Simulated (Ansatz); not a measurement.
Mulliken charges of ClH2NOSW, SMILES `[NH2][W](=[O])(=[S])[Cl]` from B3LYP/def2-TZVPP in Ansatz (PBE0-D4/def2-TZVP geometry).

| atom | x (Å) | y (Å) | z (Å) | charge (e) |
| --- | --- | --- | --- | --- |
| N1 | -0.583 | 0.671 | 0.838 | -0.409 |
| W2 | 0.386 | -0.396 | -0.431 | 0.894 |
| O3 | 1.554 | -1.264 | 0.436 | -0.369 |
| S4 | -0.989 | -1.716 | -1.387 | -0.240 |
| Cl5 | 1.414 | 0.917 | -1.971 | -0.238 |
| H6 | -1.564 | 0.897 | 0.760 | 0.182 |
| H7 | -0.218 | 0.892 | 1.753 | 0.179 |

Question: By hand: the dipole of these point charges (1 e Å = 4.8032 D).

Answer: Σ q r = (-0.413, 0.354, 0.365) e Å, of length 0.655 e Å = 3.15 D.

Question: How does the dipole of the full density compare? (An estimate is asked.)

Answer: The calculation gave: (-0.375, 0.564, 0.436) e Å, 3.87 D; the point charges give 0.81 times that, at 13° from its direction.

Point charges leave out the atoms' own dipoles, such as those of lone pairs, and Mulliken's split depends on the basis, so the two needn't agree.

B3LYP here is the variant with VWN-RPA as its local correlation; programs differ in this.
